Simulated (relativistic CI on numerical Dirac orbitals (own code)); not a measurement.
## Mn⁴⁺: K-alpha X-ray emission

Computed with this model: Dirac-Coulomb-Breit CI, KLI orbitals optimised for each configuration, model QED (radiative potential, 1s self-energy scaled to tabulated hydrogen-like ionisation energies), valence Slater integrals scaled by 0.8, multiplet model of X-ray emission after core ionisation; configurations [Ar] 3d3 → 1s 2s2 2p6 3s2 3p6 3d3 → [He] 2s2 2p5 3s2 3p6 3d3; 300 K; Lorentzian 2.52 eV and Gaussian 0.6 eV FWHM. Energies are those of the free ion, without screening or charge transfer. S is read from ⟨S²⟩ = S(S + 1).

Field parameters in Wybourne normalisation: D3d B²₀ = −7Dσ, B⁴₀ = −14Dq − 21Dτ, B⁴₃ = −14√(10/7) Dq. The field is a parameter set, without covalency.

free ion: ground-state S = 1.50, centroid 5892.21 eV. Peaks (eV, height): 5884.8 (40), 5896.4 (100).

D3d, 10Dq = 17900, Dσ = -1170, Dτ = 330 cm⁻¹: ground-state S = 1.50, centroid 5891.94 eV. Peaks (eV, height): 5885.0 (54), 5896.2 (100).

Strongest unbroadened transitions for free ion:

```
Energy (eV)  Relative strength
    5880.47               15.3
    5883.63               31.5
    5883.66               12.4
    5884.97               73.3
    5891.80                9.4
    5891.89               17.9
    5895.27               54.9
    5895.37                8.5
    5895.48               10.4
    5895.56               11.4
    5895.76              100.0
    5895.94               21.8
    5896.62               24.1
    5896.77               66.7
    5896.96               47.5
    5896.97               34.5
    5897.09               36.8
    5897.15               25.4
```
